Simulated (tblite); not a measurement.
Species: C₉H₁₇N₂ (charge +1).
SMILES: `C[N+](C)(C)C=C=C=CN(C)C`

Structure optimised with GFN2-xTB, isolated species.

Take the most abundant isotopes and a rigid rotor. 

(1) Give the principal moments of inertia and the rotational constants in cm⁻¹.

(2) What kind of rotor is it?

(3) What does the inertial defect say?

(4) Give the other two planar moments, Paa and Pbb, and the rms extents of the mass along the axes.

(5) Give the coordinates in the principal-axis frame, origin at the centre of mass.

(6) Where do the levels up to J = 5 lie, in MHz?

(7) Estimate the classical rotational partition function at 10 K, 50 K and 500 K.

Answers

(1) Ia = 160.09, Ib = 1348.97, Ic = 1400.16 u·Å²; 505379 MHz·u·Å²/I gives 3157, 374.6 and 360.9 MHz, that is A = 0.10530, B = 0.01250, C = 0.01204 cm⁻¹.

(2) A near-prolate asymmetric top. Ray's parameter κ = (2B − A − C)/(A − C) = -0.990; −1 is the prolate and +1 the oblate limit.

(3) Not planar: Δ = Ic − Ia − Ib = -108.89 u·Å². For a rigid frame Δ = −2 Σ m c², so Σ m c² = 54.45 u·Å² lies off the ab plane: 19.56 from hydrogen and 34.88 from heavier atoms. The atom farthest from that plane is 1.95 Å away.

(4) Paa = Σ m a² = (Ib + Ic − Ia)/2 = 1294.52 and Pbb = Σ m b² = (Ia + Ic − Ib)/2 = 105.64 u·Å². With the mass M = 153.14 u, the rms extents √(P/M) along a, b and c are 2.91, 0.83, 0.60 Å.

(5) The sense of each axis is arbitrary; atoms in the order of the calculation.
```tsv
atom	mass (u)	a (Å)	b (Å)	c (Å)
C1	12.000	-4.532	-0.698	-0.013
N2	14.003	-3.255	-0.035	-0.020
C3	12.000	-3.291	1.404	0.006
C4	12.000	-2.109	-0.709	0.012
C5	12.000	-0.879	-0.178	0.028
C6	12.000	0.273	0.295	0.022
C7	12.000	1.489	0.815	0.040
N8	14.003	2.708	-0.012	-0.002
C9	12.000	3.783	0.683	0.726
C10	12.000	3.114	-0.211	-1.408
C11	12.000	2.460	-1.320	0.628
H12	1.008	-5.086	-0.445	0.895
H13	1.008	-5.124	-0.376	-0.873
H14	1.008	-4.406	-1.777	-0.057
H15	1.008	-3.677	1.761	0.965
H16	1.008	-2.289	1.801	-0.143
H17	1.008	-3.944	1.773	-0.786
H18	1.008	-2.188	-1.790	0.018
H19	1.008	1.665	1.874	-0.010
H20	1.008	4.687	0.076	0.735
H21	1.008	3.471	0.873	1.752
H22	1.008	4.005	1.635	0.246
H23	1.008	2.316	-0.717	-1.950
H24	1.008	4.022	-0.811	-1.463
H25	1.008	3.296	0.753	-1.880
H26	1.008	1.657	-1.835	0.103
H27	1.008	2.158	-1.177	1.664
H28	1.008	3.361	-1.930	0.596
```

(6) Above 0(0,0):
J = 1: 1(0,1) 736, 1(1,1) 3518, 1(1,0) 3532
J = 2: 2(0,2) 2207, 2(1,2) 4975, 2(1,1) 5016, 2(2,1) 13363, 2(2,0) 13363
J = 3: 3(0,3) 4413, 3(1,3) 7161, 3(1,2) 7244, 3(2,2) 15570, 3(2,1) 15570, 3(3,1) 29516, 3(3,0) 29516
J = 4: 4(0,4) 7355, 4(1,4) 10076, 4(1,3) 10213, 4(2,3) 18512, 4(2,2) 18513, 4(3,2) 32458, 4(3,1) 32458, 4(4,1) 51982, 4(4,0) 51982
J = 5: 5(0,5) 11032, 5(1,5) 13720, 5(1,4) 13925, 5(2,4) 22190, 5(2,3) 22192, 5(3,3) 36136, 5(3,2) 36136, 5(4,2) 55660, 5(4,1) 55660, 5(5,1) 80762, 5(5,0) 80762
Those of J = 1 are B + C, A + C and A + B.

(7) Point group C1, symmetry number σ = 1; q = (√π/σ)·√((kT/h)³/(ABC)), k/h = 20836.6 MHz/K: 8160 at 10 K, 91200 at 50 K, 2880000 at 500 K.

Its lowest GFN2-xTB frequency is 3i cm⁻¹, too small to tell a flat minimum from a shallow saddle. Constants of a rigid frame at the computed geometry: no zero-point averaging, no centrifugal distortion.

The run took 1.4 s wall on one thread, Arm Neoverse V2 (aarch64), no GPU, shared host with 32 logical CPUs at a one-minute load of 35. This is the geometry optimisation.

The values belong to the conformer `[CH3:1][N:2]([CH3:3])[CH:4]=[C:5]=[C:6]=[CH:7][N+:8]([CH3:9])([CH3:10])[CH3:11]`: C1–N2–C4–C5 -179°, C6–C7–N8–C9 -150°.
